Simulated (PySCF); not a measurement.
# Electron correlation in Tc (technetium, neutral)

[Kr] 4d6 5s1, high-spin 6D determinant (an excited configuration). Calculation: PySCF 2.14, in x2c-TZVPPall (8s6p6d2f1g, 79 functions); scalar relativity by spin-free X2C-1e. Frozen: [Kr]; 7 electrons correlated.

| level | correlation energy (mhartree) |
| --- | --- |
| CCSD | -137.30 |
| (T) | -4.96 |
| CCSD(T) | -142.26 |

Diagnostics: T1 = 0.013, D1 = 0.0410, largest double amplitude 0.031.

Cost of the coupled-cluster step: about 4 core-seconds, for 7 correlated electrons.

Iterations:

```
CC2 = 0
CCSD nocc = (np.int64(6), np.int64(1)), nmo = (61, 61)
frozen orbitals [[0, 1, 2, 3, 4, 5, 6, 7, 8, 9, 10, 11, 12, 13, 14, 15, 16, 17], [0, 1, 2, 3, 4, 5, 6, 7, 8, 9, 10, 11, 12, 13, 14, 15, 16, 17]]
max_cycle = 100
direct = 0
conv_tol = 1e-08
conv_tol_normt = 1e-06
diis_space = 8
diis_start_cycle = 0
Init t2, MP2 energy = -0.131745283923292
Init E_corr(UCCSD) = -0.13174528392756
cycle = 1  E_corr(UCCSD) = -0.135560632859178  dE = -0.00381534893  norm(t1,t2) = 0.034777
cycle = 2  E_corr(UCCSD) = -0.136575900161033  dE = -0.0010152673  norm(t1,t2) = 0.0147915
cycle = 3  E_corr(UCCSD) = -0.137246803249776  dE = -0.000670903089  norm(t1,t2) = 0.00771559
cycle = 4  E_corr(UCCSD) = -0.137284256814215  dE = -3.74535644e-05  norm(t1,t2) = 0.00182846
cycle = 5  E_corr(UCCSD) = -0.137288440942711  dE = -4.1841285e-06  norm(t1,t2) = 0.00108374
cycle = 6  E_corr(UCCSD) = -0.137301083866351  dE = -1.26429236e-05  norm(t1,t2) = 0.000349751
cycle = 7  E_corr(UCCSD) = -0.137302384452155  dE = -1.3005858e-06  norm(t1,t2) = 0.000125192
cycle = 8  E_corr(UCCSD) = -0.137301559150414  dE = 8.25301742e-07  norm(t1,t2) = 4.49639e-05
cycle = 9  E_corr(UCCSD) = -0.137301569432909  dE = -1.02824953e-08  norm(t1,t2) = 1.026e-05
cycle = 10  E_corr(UCCSD) = -0.137301602221222  dE = -3.27883126e-08  norm(t1,t2) = 2.92701e-06
cycle = 11  E_corr(UCCSD) = -0.137301592242522  dE = 9.97869959e-09  norm(t1,t2) = 1.09509e-06
cycle = 12  E_corr(UCCSD) = -0.137301599452937  dE = -7.21041493e-09  norm(t1,t2) = 4.59908e-07
UCCSD converged
E(UCCSD) = -4283.157862184079  E_corr = -0.1373015994529369
UCCSD(T) correction = -0.00495947954230186
```
